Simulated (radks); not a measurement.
Question: The table gives one normalised radial function P(r) = r R(r) (large component) of Nb in [Kr] 4d4.25 5s0.75 (r in bohr). All-electron calculation, Dirac Kohn-Sham, PBE, spin-unpolarised, spherical densities, finite nucleus; open shells are shared between the two j in proportion to 2j + 1; Fermi nuclear charge, rms radius 4.324 fm. Program: a radial shooting solver on a logarithmic mesh with Libxc functionals.

r	P
0.001895	0.0159
0.002189	0.0180
0.002548	0.0205
0.002943	0.0232
0.003399	0.0260
0.003957	0.0294
0.004569	0.0328
0.005277	0.0364
0.006143	0.0405
0.007095	0.0445
0.008194	0.0485
0.009539	0.0525
0.01102	0.0561
0.01272	0.0591
0.01481	0.0613
0.0171	0.0621
0.01975	0.0613
0.023	0.0580
0.02656	0.0522
0.03067	0.0432
0.03571	0.0300
0.04124	0.0138
0.04763	-0.0057
0.05544	-0.0289
0.06403	-0.0520
0.07395	-0.0740
0.08609	-0.0926
0.09942	-0.1026
0.1148	-0.1015
0.1337	-0.0854
0.1544	-0.0548
0.1783	-0.0110
0.2075	0.0445
0.2397	0.0970
0.2768	0.1389
0.3223	0.1593
0.3722	0.1470
0.4298	0.1008
0.5004	0.0202
0.5779	-0.0733
0.6674	-0.1647
0.7769	-0.2356
0.8973	-0.2595
1.036	-0.2299
1.206	-0.1398
1.393	-0.0107
1.609	0.1408
1.873	0.2998
2.163	0.4280
2.498	0.5195
2.908	0.5674
3.359	0.5654
3.879	0.5219
4.516	0.4422
5.215	0.3499
6.023	0.2564
7.012	0.1688
8.098	0.1031
9.352	0.0565
10.89	0.0262
12.57	0.0110

Which n and l does it have? It may be an empty orbital.

Answer: n = 5, l = 0: the number of nodes gives n - l - 1 = 4, the rise at small r points to l (this Dirac orbital starts outside the nucleus as r^gamma with gamma = sqrt((l + 1)^2 - (Z/c)^2) = 0.95; the j = 1/2 orbital of l + 1 starts with the same power, but with a smaller coefficient, and then steepens), and the extent must fit the shell. The curve is that of 5s1/2. 5s1/2: eigenvalue -3.832 eV, 4 radial nodes at r = 0.0458, 0.184, 0.517, 1.41 bohr, <r> = 3.77 bohr, 90 % of the charge inside 5.69 bohr.
